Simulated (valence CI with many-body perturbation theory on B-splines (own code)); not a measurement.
Missing levels of Re⁶²⁺

Calculated by relativistic CI+MBPT: three valence electrons over a frozen Dirac-Fock core [Ne], a basis of 11 s, 11 p, 9 d, 7 f, 5 g, 2 h, 1 i functions for each j, with the one-electron correlation potential Σ1 (screened to all orders), the two-electron term Σ2, the three-electron term Σ3, Breit, model QED; selected single and double excitations, second order for the rest (own B-spline code, finite nucleus).

No measured spectrum was set against this ion. As an estimate, large intervals hold to a few tenths of a per cent, small ones and those within an open d or f shell to about a per cent.

| Level | E (eV) |
| --- | --- |
| (3s^2 3p1/2) J=1/2 | 0.00 |
| (3s 3p1/2^2) J=1/2 | 171.21 |
| (3s^2 3p3/2) J=3/2 | ? |
| (3s 3p1/2 3p3/2) J=3/2 [a] | 527.86 |
| (3s 3p1/2 3p3/2) J=5/2 | ? |
| (3s 3p1/2 3p3/2) J=3/2 [b] | 567.67 |
| (3s 3p1/2 3p3/2) J=1/2 | 578.00 |
| (3s^2 3d3/2) J=3/2 | ? |
| (3s^2 3d5/2) J=5/2 | 703.96 |
| (3p1/2^2 3p3/2) J=3/2 | 735.06 |
| (3s 3p1/2 3d3/2) J=3/2 [a] | 748.47 |
| (3s 3p1/2 3d3/2) J=5/2 | ? |
| (3s 3p1/2 3d3/2) J=1/2 | 787.68 |
| (3s 3p1/2 3d3/2) J=3/2 [b] | 794.74 |
| (3s 3p1/2 3d5/2) J=5/2 [a] | ? |
| (3s 3p1/2 3d5/2) J=7/2 | 862.70 |
| (3s 3p1/2 3d5/2) J=5/2 [b] | 873.10 |
| (3s 3p1/2 3d5/2) J=3/2 | 877.96 |
| (3s 3p3/2^2) J=5/2 | ? |
| (3p1/2^2 3d3/2) J=3/2 | 951.90 |

Levels are named by their leading jj configuration (3d3/2^4 stands for four electrons in 3d with j = 3/2), which in mixed levels can hold well under half, so a name can repeat and another be missing. Letters in brackets count levels of one name in rising energy.

**Question.** The levels stand in rising order. What does the calculation give for the missing energies?

**Answer.** (3s^2 3p3/2) J=3/2 387.62; (3s 3p1/2 3p3/2) J=5/2 546.40; (3s^2 3d3/2) J=3/2 625.66; (3s 3p1/2 3d3/2) J=5/2 760.66; (3s 3p1/2 3d5/2) J=5/2 [a] 848.14; (3s 3p3/2^2) J=5/2 927.63.
